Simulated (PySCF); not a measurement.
CH₁₀Ge₃O.
SMILES: `C[O][GeH]([GeH3])[GeH3]`

Computed with PySCF at CAM-B3LYP/def2-SVPD, non-relativistic, on one gas-phase PBE0-D3(BJ)/def2-SVP geometry that isn't relaxed in the solvent. The solvent is an IEF-PCM continuum (cavity from Bondi-type radii × 1.2), and excitations are vertical TDDFT with non-equilibrium linear response and a frozen core. Specific hydrogen bonds and non-electrostatic terms are outside this model. Spin–orbit coupling is left out although an atom past zinc is present.

Gas-phase singlets (H = HOMO, L = LUMO):

```csv
state,E (eV),λ (nm),f,leading configurations
S1,5.844,212,0.020,"H→L+1 51%, H→L 41%"
S2,6.519,190,0.361,"H→L 48%, H→L+1 33%"
S3,6.647,187,0.014,"H-1→L+1 47%, H-1→L 34%"
S4,6.709,185,0.090,H→L+2 85%
S5,6.849,181,0.109,H→L+3 74%
```

Give the list for chloroform (ε = 4.711), n² = 2.09.

```csv
state,E (eV),λ (nm),f,leading configurations,change by rank (eV)
S1,5.864,211,0.036,"H→L+1 51%, H→L 42%",+0.020
S2,6.464,192,0.676,"H→L 50%, H→L+1 36%",-0.055
S3,6.667,186,0.016,"H-1→L+1 50%, H-1→L 35%",+0.020
S4,6.741,184,0.089,"H→L+3 65%, H→L+2 20%",+0.032
S5,6.864,181,0.110,"H→L+2 58%, H→L+3 23%",+0.015
```

How do the frontier levels move from gas to chloroform?

```csv
orbital,gas (eV),solvent (eV),change (eV)
LUMO+2,0.89,1.04,+0.15
LUMO+1,0.70,0.79,+0.09
LUMO,0.40,0.53,+0.13
HOMO,-8.59,-8.50,+0.09
HOMO-1,-9.44,-9.36,+0.08
HOMO-2,-10.05,-10.00,+0.05
HOMO-3,-10.33,-10.24,+0.09
```

The HOMO–LUMO gap goes from 8.99 to 9.03 eV. Rows go by rank; for LUMO+1 and LUMO+2 the atom shares or the degeneracy differ between the runs, so the row needn't follow one orbital.

Shape of the structure used: `[CH3:1][O:2][GeH:3]([GeH3:4])[GeH3:5]`: C1–O2–Ge3–Ge4 67°.
